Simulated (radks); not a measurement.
Task: The manganese ion Mn2+, 23 electrons, occupied as [Ar] 3d5. Method: Dirac Kohn-Sham, PBEsol, spin-unpolarised, spherical densities, finite nucleus; open shells fill j = l - 1/2 first; Fermi nuclear charge, rms radius 3.7057 fm; computed with a radial shooting solver on a logarithmic mesh with Libxc functionals.

Spin-orbit splittings of the eigenvalues, e(l+1/2) - e(l-1/2), with zeta = 2 splitting/(2l+1) and mean radii in bohr:

| shell | occ. | splitting (eV) | zeta (eV) | <r> j=l-1/2 | <r> j=l+1/2 |
|---|---|---|---|---|---|
| 2p | 6 | ? | ? | 0.2452 | 0.2482 |
| 3p | 6 | 1.268 | 0.8454 | 0.8990 | 0.9080 |
| 3d | 5 | 0.1237 | 0.04947 | 1.145 | 1.149 |

Estimate the 2p splitting.

Result: 10.42 eV (zeta = 6.944 eV).
